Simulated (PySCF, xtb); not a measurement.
C4H10OSi, SMILES C(/C)=C\OC[SiH3].

GFN2-xTB in xtb at its own geometry gives an orbital gap of 4.81 eV and a dipole moment of 1.14 D.

The structure is a stationary point at PBE0-D3(BJ)/def2-SVP. The structure was generated by enumeration; whether it is a known compound was not checked. Other conformers were not sampled.

Question: What does PBE/def2-TZVP run with PySCF give? (An estimate is asked for; the answer gives what the named calculation found.)

Answer: gap 4.79 eV (levels -5.07 and -0.28 eV), dipole 1.25 D.
